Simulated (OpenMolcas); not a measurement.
## Tc4+: moving the ligands

Tc4+ with 6 ligands (chloride) in octahedral coordination (Oh) at 2.41 Å. A charge of +0.333 e stands 2.4 Å behind each ligand. Ligand basis ANO-RCC-VDZP.

```yaml
Program: OpenMolcas 26.06
Method: "SS-CASPT2, IPEA 0.25 Eh, imaginary shift 0.1 Eh (closed shells correlated: 4s 4p and the ligand valence shells)"
Basis: ANO-RCC-VDZP [6s5p3d1f]
Scalar_Hamiltonian: DKH2, point nucleus
Active_space: 3 electrons in 5 orbitals (4d)
State_averaging: 2S+1 = 4 even, 10 roots; 2S+1 = 2 even, 40 roots
Spin-orbit_coupling: RASSI with atomic mean-field integrals over the reference wave functions
```

Runs around this geometry, states (labels of O, the rotations of Oh). Energies in cm-1 above the lowest state or level, χT in cm3 K/mol.

```
R (Å)  Ground state  First state of that spin  First gap with spin-orbit (degeneracies)  χT at 300 K  First state of another spin
 2.35           4A2                 4T2 27330                               9370 (4, 4)        1.786                      2E 9440
 2.41           4A2                 4T2 25520                               9620 (4, 4)        1.777                      2E 9680
 2.47           4A2                 4T2 23970                               9830 (4, 4)        1.768                      2E 9880
```

Taking the first state of the same spin as R^-n, n = -ln(23970 / 27330) / ln(2.47 / 2.35) = 2.6 between the shortest and longest distance.

Roots that are degenerate in the reference are averaged as groups; the widest CASPT2 spread within a group is 980 cm-1 (the 3-fold group of multiplicity 2 near 53900 cm-1 above the lowest state of its run, R = 2.47). Shifts and gaps below about the spread of the groups concerned are not significant. Over all roots computed the reference weight is 0.62 to 0.64 in R = 2.35, 0.62 to 0.64 in R = 2.41, 0.62 to 0.64 in R = 2.47; a low but even weight reflects the number of correlated electrons. Ligand-to-metal charge-transfer states are missing. With no ligand orbital active B as a rule stays too high, so bands that hang on it stand too high and its fall with covalency is understated. With one d shell and no ligand orbital active, 10Dq can be off by a tenth or more. The least metal-like active orbital is 68 % on the metal (Löwdin) and no ligand orbital is active, so the numbers are rough (holds for R = 2.35). The least metal-like active orbital is 69 % on the metal (Löwdin) and no ligand orbital is active, so the numbers are rough (holds for R = 2.41; R = 2.47). No measured value stands beside these numbers; the geometry was imposed, not optimised, and the real ion may take another.
